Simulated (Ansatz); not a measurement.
Input file for Ansatz (a program for electronic structure): R-wB97M-V/def2-TZVPPD on Br2ClH (a complex), monomers drawn apart or pushed together. Files ending in .json are basis or fitting sets from the Basis Set Exchange.

Ansatz 0.2 input:
```yaml
crystal:
  periodic: [false, false, false]
  atoms:
    - {symbol: Cl, position_ang: [-0.08714203, -0.25780912, 0.07877277]}
    - {symbol: H, position_ang: [0.95875619, 0.48574338, 0.07410081]}
    - {symbol: Br, position_ang: [0.00468398, 0.30229741, 8.20701680]}
    - {symbol: Br, position_ang: [-0.10765636, 0.08155342, 5.89328261]}
basis:
  gaussian:
    orbitals: def2-TZVPPD.json
hamiltonian:
  xc: {name: wB97M-V}
scf: {lower_state_search: off}
```

It printed:

```
WARN ansatz: RAYON_NUM_THREADS=2 ignored (pool sized by the plan → 2); use --threads N
Functional definition: wB97M-V
these checks for a lower state are left out or cut short: stability, starts, cluster_reference, orbital_swaps, neighbouring_geometries, increment
integrals: 0.15 GiB planned
1284 factors; their error is unknown
integrals: 0.18 GiB planned
234 factors; integrals over basis functions are off by at most 1.4e-4 eV
mean field: 1.33 GiB planned
mean field evaluation 1: about -152622.3990 eV, gradient 1.6e1 eV
mean field evaluation 2: about -152622.8304 eV, gradient 1.0e1 eV
mean field evaluation 4: about -152623.0095 eV, gradient 3.0e-1 eV
mean field evaluation 8: about -152623.4059 eV, gradient 3.6e-1 eV
mean field evaluation 16: about -152623.4060 eV, gradient 3.4e-5 eV
mean field -152623.40599616 eV, -5608.8067184987 hartree, gradient 2.8e-6 eV, S^2 0.000000; 0 other end points of the search recorded, 0 dependent functions left out
reference -152623.40609072 eV, -5608.8067219738 hartree; 44, 44 occupied and 138, 138 virtual orbitals, 1284 factors
Total energy: -152623.40609072 eV, -5608.8067219738 hartree
Checks for a lower state left out: stability, starts, cluster_reference, orbital_swaps, neighbouring_geometries, increment
```

The run converged.

Cost: about 10 core-seconds (a rough figure).
